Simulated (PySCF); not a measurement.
Te(SMe)(OSiH3) (CH₆OSSiTe), SMILES CS[Te]O[SiH3]. Geometry optimised at PBE-D3(BJ)/def2-SVP. The structure was generated by enumeration, and PubChem lists no compound with its InChIKey, so it may never have been made. The def2 effective core potentials stand for the cores of Te; spin–orbit coupling is left out. One conformer was computed; it need not be the lowest.

**Question.** Give the equilibrium geometry at PBE-D3(BJ)/def2-SVP (PySCF confirms it by a frequency run) as bond lengths and angles. (The exact figures need the calculation; the answer reports its results.)

**Answer.** This is not unique; one that fits is 
Atoms: Te1 S2 C3 H4 H5 H6 O7 Si8 H9 H10 H11. Bond lengths (Å): Te1–S2 2.391, Te1–O7 2.045, S2–C3 1.837, C3–H4 1.106, C3–H5 1.109, C3–H6 1.106, O7–Si8 1.694, Si8–H9 1.506, Si8–H10 1.503, Si8–H11 1.508. Bond angles (°): S2–Te1–O7 102.2, Te1–S2–C3 104.6, S2–C3–H4 110.5, S2–C3–H5 105.9, S2–C3–H6 111.3, H4–C3–H5 109.3, H4–C3–H6 110.4, H5–C3–H6 109.4, Te1–O7–Si8 119.5, O7–Si8–H9 111.8, O7–Si8–H10 105.6, O7–Si8–H11 111.8, H9–Si8–H10 109.4, H9–Si8–H11 108.5, H10–Si8–H11 109.7.
